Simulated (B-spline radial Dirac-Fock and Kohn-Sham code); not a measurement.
These are calculated numbers from a radial B-spline solver; the model is configuration-average Dirac-Fock orbitals.

**Question.** This computed X-ray form factor belongs to an atom or ion in its tabulated ground configuration. Which?

```
sin θ/λ (Å⁻¹)     f₀
         0.09  4.993
         0.21  4.961
         0.51  4.778
          0.8  4.481
            1  4.227
         2.45  2.338
         3.83  1.540
          4.8  1.316
            6  1.118
```

**Answer.** As²⁸⁺, with 5 electrons in [He] 2s2 2p1. f₀ tends to the number of electrons as s goes to zero, which the first rows give only roughly, and the rate of fall reflects the nuclear charge, 33.
